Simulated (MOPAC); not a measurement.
MOPAC input (AM1):

```
AM1 FORCE THERMO(298,298) PRECISE LET CHARGE=-1 GEO-OK AUX(PRECISION=9) THREADS=1
F3OSi

O     1.48600107 1    0.35025354 1   -0.88712769 1
Si    0.12295515 1    0.02898817 1   -0.07340700 1
F     0.18268331 1   -1.15538859 1    1.04721669 1
F    -0.52798887 1    1.24137552 1    0.80323337 1
F    -1.17356217 1   -0.44399620 1   -0.94369722 1
```

From the output:

```
     F    5   0.234274   7.728126   0.333602   0.333602   8.104194

          HEAT OF FORMATION =    -367.263842 KCALS/MOLE

          ZERO POINT ENERGY       8.001 KCAL/MOL

           NORMAL COORDINATE ANALYSIS (Total motion = 1 Angstrom)

   Root No.       1         2         3         4         5         6         7         8

                 1 E       1 E       2 E       2 E       1 A1      2 A1      3 E       3 E

                 186.3     186.3     292.4     292.4     300.5     882.8    1127.2    1127.2

           1   -0.0000    0.0000    0.0000   -0.0000    0.1846    0.3529   -0.0000    0.0000
           2   -0.2222    0.1178    0.1097   -0.2115   -0.0000   -0.0000   -0.0086    0.0018
           3   -0.1178   -0.2222   -0.2115   -0.1097    0.0000    0.0000   -0.0018   -0.0088
           4    0.0000   -0.0000   -0.0000    0.0000    0.1739   -0.0041    0.0000   -0.0000
           5    0.0057   -0.0030   -0.0874    0.1685   -0.0000    0.0000    0.3135   -0.0667
           6    0.0030    0.0057    0.1685    0.0874    0.0000   -0.0000    0.0654    0.3199
           7    0.2007   -0.1065   -0.0561    0.1082   -0.1375   -0.0971   -0.1514    0.0322
           8   -0.0956    0.0507   -0.0651    0.1254    0.1638   -0.1911   -0.2993    0.0637
           9    0.1139    0.2146   -0.1727   -0.0896   -0.0000    0.0000   -0.0010   -0.0050
          10   -0.0082    0.2271    0.1218   -0.0055   -0.1375   -0.0971    0.0483   -0.1498
          11    0.2084    0.0616   -0.0782   -0.1652   -0.0819    0.0955   -0.0519    0.1467
          12    0.1248   -0.0892    0.1179   -0.1027    0.1418   -0.1655    0.0804   -0.2574
          13   -0.1926   -0.1206   -0.0657   -0.1028   -0.1375   -0.0971    0.1031    0.1177
          14    0.0658   -0.2070    0.1801   -0.0312   -0.0819    0.0955   -0.1051   -0.1134
          15   -0.1439    0.0533   -0.0161    0.1555   -0.1418    0.1655   -0.1746   -0.2030

   Root No.       9

                 3 A1

                1201.8

           1   -0.2901
           2    0.0000
           3   -0.0000
           4    0.2991
           5   -0.0000
           6    0.0000
           7   -0.0660
           8   -0.1200
           9   -0.0000
          10   -0.0659
          11    0.0600
          12   -0.1040
          13   -0.0660
          14    0.0600
          15    0.1039

           MASS-WEIGHTED COORDINATE ANALYSIS (NORMAL COORDINATES)

   Root No.       1         2         3         4         5         6         7         8

                 1 E       1 E       2 E       2 E       1 A1      2 A1      3 E       3 E

                 186.3     186.3     292.4     292.4     300.5     882.8    1127.2    1127.2

           1   -0.0000    0.0001    0.0001   -0.0000    0.3693    0.6574   -0.0000    0.0000
           2   -0.4189    0.2223    0.2196   -0.4235   -0.0000   -0.0000   -0.0138    0.0029
           3   -0.2223   -0.4189   -0.4234   -0.2197    0.0000    0.0000   -0.0029   -0.0139
           4    0.0000   -0.0000   -0.0001    0.0000    0.4607   -0.0100    0.0000   -0.0001
           5    0.0143   -0.0076   -0.2318    0.4469   -0.0000    0.0000    0.6656   -0.1397
           6    0.0076    0.0143    0.4469    0.2318    0.0001   -0.0000    0.1397    0.6656
           7    0.4124   -0.2189   -0.1225    0.2362   -0.2996   -0.1970   -0.2644    0.0555
           8   -0.1963    0.1042   -0.1420    0.2736    0.3569   -0.3879   -0.5225    0.1097
           9    0.2341    0.4409   -0.3768   -0.1955   -0.0000    0.0000   -0.0017   -0.0085
          10   -0.0167    0.4666    0.2657   -0.0120   -0.2997   -0.1970    0.0841   -0.2566
          11    0.4282    0.1264   -0.1705   -0.3603   -0.1784    0.1939   -0.0903    0.2513
          12    0.2563   -0.1834    0.2572   -0.2240    0.3090   -0.3359    0.1399   -0.4409
          13   -0.3957   -0.2477   -0.1432   -0.2242   -0.2996   -0.1970    0.1802    0.2012
          14    0.1351   -0.4254    0.3928   -0.0680   -0.1784    0.1939   -0.1838   -0.1939
          15   -0.2956    0.1095   -0.0352    0.3392   -0.3091    0.3359   -0.3053   -0.3472

   Root No.       9

                 3 A1

                1201.8

           1   -0.5227
           2    0.0001
           3   -0.0001
           4    0.7140
           5   -0.0001
           6    0.0001
           7   -0.1295
           8   -0.2357
           9   -0.0000
          10   -0.1295
          11    0.1179
          12   -0.2041
          13   -0.1295
          14    0.1179
          15    0.2041

          DESCRIPTION OF VIBRATIONS

 VIBRATION          2    1E          ATOM PAIR     ENERGY CONTRIBUTION    RADIAL
 FREQUENCY           186.27         Si2 -- F 4         +27.5% ( 45.9%)      0.0%
 TRANSITION DIPOLE   0.6772         O 1 -- Si2         +26.1% ( 44.6%)      0.0%
 TRAVEL (Ang.)       0.2801         Si2 -- F 5         +23.4% ( 42.3%)      0.0%
 REDUCED MASS        4.6136         Si2 -- F 3         +23.0% ( 41.9%)      0.0%
 EFFECTIVE MASS     18.3166
 FORCE CONSTANT      0.0943

 VIBRATION          4    2E          ATOM PAIR     ENERGY CONTRIBUTION    RADIAL
 FREQUENCY           292.39         O 1 -- Si2         +33.0% (143.8%)      0.0%
 TRANSITION DIPOLE   3.4234         Si2 -- F 4         +31.7% (140.8%)      0.0%
 TRAVEL (Ang.)       0.2305         Si2 -- F 5         +18.4% (107.2%)      0.6%
 REDUCED MASS        4.3399         Si2 -- F 3         +16.9% (102.9%)      0.8%
 EFFECTIVE MASS     21.9095
 FORCE CONSTANT      0.2186

 VIBRATION          5    1A1         ATOM PAIR     ENERGY CONTRIBUTION    RADIAL
 FREQUENCY           300.51         Si2 -- F 4         +28.4% (131.2%)      0.1%
 TRANSITION DIPOLE   2.2956         Si2 -- F 5         +28.4% (131.2%)      0.1%
 TRAVEL (Ang.)       0.2298         Si2 -- F 3         +28.4% (131.2%)      0.1%
 REDUCED MASS        4.2497         O 1 -- Si2         +14.9% ( 95.2%)    100.0%
 EFFECTIVE MASS     22.7005
 FORCE CONSTANT      0.2261

 VIBRATION          6    2A1         ATOM PAIR     ENERGY CONTRIBUTION    RADIAL
 FREQUENCY           882.85         O 1 -- Si2         +44.9% ( 64.9%)    100.0%
 TRANSITION DIPOLE   0.4725         Si2 -- F 3         +18.4% ( 41.6%)     99.9%
 TRAVEL (Ang.)       0.1232         Si2 -- F 5         +18.4% ( 41.6%)     99.9%
 REDUCED MASS        5.0293         Si2 -- F 4         +18.4% ( 41.6%)     99.9%
 EFFECTIVE MASS     17.6977
 FORCE CONSTANT      2.3095

 VIBRATION          8    3E          ATOM PAIR     ENERGY CONTRIBUTION    RADIAL
 FREQUENCY          1127.22         Si2 -- F 4         +41.5% ( 83.4%)     90.5%
 TRANSITION DIPOLE   5.4904         Si2 -- F 5         +30.6% ( 71.6%)     75.1%
 TRAVEL (Ang.)       0.0827         Si2 -- F 3         +14.6% ( 49.4%)     11.8%
 REDUCED MASS        8.7503         O 1 -- Si2         +13.3% ( 47.2%)      0.0%
 EFFECTIVE MASS     22.9878
 FORCE CONSTANT      6.5507

 VIBRATION          9    3A1         ATOM PAIR     ENERGY CONTRIBUTION    RADIAL
 FREQUENCY          1201.77         O 1 -- Si2         +37.8% ( 82.5%)    100.0%
 TRANSITION DIPOLE   6.1258         Si2 -- F 4         +20.7% ( 61.1%)     46.3%
 TRAVEL (Ang.)       0.0799         Si2 -- F 5         +20.7% ( 61.1%)     46.3%
 REDUCED MASS        8.7928         Si2 -- F 3         +20.7% ( 61.1%)     46.3%
 EFFECTIVE MASS     22.4875
 FORCE CONSTANT      7.4820

      SYMMETRY NUMBER FOR POINT-GROUP C3v =  3
```

The dipole moment of an ion depends on the origin.
